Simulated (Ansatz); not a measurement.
Cost and result up the ladder for the cluster MoO₅H₄ (the lowest singlet isomer of a short search) (10 atoms). Total charge 0; singlet. Geometry: PBE-D4/def2-SVP.

```
atom    x (Å)    y (Å)    z (Å)
 Mo1  -0.3255  -0.1448   0.2137
  O2   0.0902  -1.8382   0.9690
  O3   1.3396   0.4520   1.0937
  O4  -1.8299   0.2149   0.8819
  O5  -0.1077   0.8855  -1.3843
  O6   0.7368   1.7744   0.9538
  H7  -0.1996   0.5172  -2.2802
  H8  -0.7511  -1.2494  -1.0169
  H9   1.0696   2.0715   0.0680
 H10  -0.0224  -2.6831   0.5014
```

Ansatz on 4 threads of Arm Neoverse V2 on a shared host. Times are rough, and most runs start from the orbitals of an earlier one. ωB97M-V/def2-TZVP serves as the yardstick here, not as an exact answer. Differences are given only for rows in sets of like size (and for xTB, whose basis is part of the method), since another set adds its own error. Binding counts from free atoms at the same level (Mo septet, O triplet, H doublet; other spins of the atoms weren't run), without zero-point energy or a counterpoise term.

In the def2 sets Mo takes a core potential, while STO-3G treats all electrons; there is no spin–orbit coupling. Correlated methods freeze 5 core orbitals; core or outer-core shells of Mo are correlated, in sets that lack core-valence functions. The rows differ in basis, and correlated rows in double-zeta sets carry the largest basis error. The structure holds one bond between oxygen atoms, so isomers without such links may lie far lower. The structure comes from a short search, and lower isomers may exist.

Correlated methods converge slowly with the basis, most of all in double-zeta sets.

| level | functions | wall time | binding energy per atom (eV) | difference from ωB97M-V/def2-TZVP (eV) | remarks |
| --- | --- | --- | --- | --- | --- |
| HF/STO-3G | 56 | 0.3 s | 2.04 | – | – |
| PBE-D4/def2-SVP | 121 | 1.1 s | 4.00 | – | – |
| PBE0-D4/def2-SVP | 121 | 1.4 s | 3.61 | – | – |
| PBE-D4/def2-TZVP | 219 | 1.9 s | 3.95 | 0.31 | – |
| PBE0-D4/def2-TZVP | 219 | 2.6 s | 3.58 | -0.06 | – |
| MP2/def2-TZVP | 219 | 2.7 s | 3.77 | 0.13 | test for broken spin undecided |
| PBE-D4/def2-TZVPD | 276 | 3.2 s | 3.95 | 0.31 | – |
| PBE0-D4/def2-TZVPD | 276 | 4 s | 3.59 | -0.05 | – |
| r2SCAN-D4/def2-TZVP (with forces) | 219 | 4.1 s | 3.73 | 0.09 | – |
| ωB97M-V/def2-TZVP | 219 | 8.5 s | 3.64 | 0.00 | – |
| CCSD(T)/def2-SVP | 121 | 22 s | 3.39 | – | test for broken spin undecided |
